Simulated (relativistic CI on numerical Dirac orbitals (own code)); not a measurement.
## Ligand-field terms of d8

Computed with a parametric ligand-field model of a d^n configuration (Racah B and C, spin-orbit zeta, crystal field), exact diagonalisation.

Field parameters in Wybourne normalisation: Oh B⁴₀ = 21Dq, B⁴₄ = √(5/14) B⁴₀. The field is a parameter set, without covalency.

(1) Ground term and bands for B = 570, C = 2610, ζ = 0 cm⁻¹, Oh, 10Dq = 2850 cm⁻¹?

(2) Ground term and bands for B = 570, C = 2610, ζ = 0 cm⁻¹, Oh, 10Dq = 570 cm⁻¹?

(3) Ground term and bands for B = 570, C = 2610, ζ = 0 cm⁻¹, Oh, 10Dq = 1710 cm⁻¹?

(4) Ground term and bands for B = 570, C = 2610, ζ = 0 cm⁻¹, Oh, 10Dq = 8550 cm⁻¹?

(5) Ground term and bands for B = 570, C = 2610, ζ = 0 cm⁻¹, Oh, 10Dq = 21090 cm⁻¹?

Results:

(1) Ground term 3A2 with 2.00 electrons in the two orbitals of the cubic e set. Spin-allowed: 3T2 2850 cm⁻¹, 3T1 4945 cm⁻¹ (2022 nm), 3T1 12155 cm⁻¹ (823 nm). Lowest spin-forbidden: 1E 9210 cm⁻¹ (1086 nm), 1T2 11728 cm⁻¹ (853 nm), 1A1 13955 cm⁻¹ (717 nm). With an A2 ground term the first spin-allowed band lies at |10Dq| itself.

(2) Ground term 3A2 with 2.00 electrons in the two orbitals of the cubic e set. Spin-allowed: 3T2 570 cm⁻¹, 3T1 1020 cm⁻¹, 3T1 9240 cm⁻¹ (1082 nm). Lowest spin-forbidden: 1E 8483 cm⁻¹ (1179 nm), 1T2 8865 cm⁻¹ (1128 nm), 1A1 12500 cm⁻¹ (800 nm). With an A2 ground term the first spin-allowed band lies at |10Dq| itself.

(3) Ground term 3A2 with 2.00 electrons in the two orbitals of the cubic e set. Spin-allowed: 3T2 1710 cm⁻¹, 3T1 3016 cm⁻¹ (3315 nm), 3T1 10664 cm⁻¹ (938 nm). Lowest spin-forbidden: 1E 8968 cm⁻¹ (1115 nm), 1T2 10350 cm⁻¹ (966 nm), 1A1 13285 cm⁻¹ (753 nm). With an A2 ground term the first spin-allowed band lies at |10Dq| itself.

(4) Ground term 3A2 with 2.00 electrons in the two orbitals of the cubic e set. Spin-allowed: 3T2 8550 cm⁻¹ (1170 nm), 3T1 13276 cm⁻¹ (753 nm), 3T1 20924 cm⁻¹ (478 nm). Lowest spin-forbidden: 1E 9562 cm⁻¹ (1046 nm), 1A1 16091 cm⁻¹ (621 nm), 1T2 17921 cm⁻¹ (558 nm). With an A2 ground term the first spin-allowed band lies at |10Dq| itself.

(5) Ground term 3A2 with 2.00 electrons in the two orbitals of the cubic e set. Spin-allowed: 3T2 21090 cm⁻¹ (474 nm), 3T1 27228 cm⁻¹ (367 nm), 3T1 44592 cm⁻¹ (224 nm). Lowest spin-forbidden: 1E 9689 cm⁻¹ (1032 nm), 1A1 17791 cm⁻¹ (562 nm), 1T2 30691 cm⁻¹ (326 nm). With an A2 ground term the first spin-allowed band lies at |10Dq| itself.
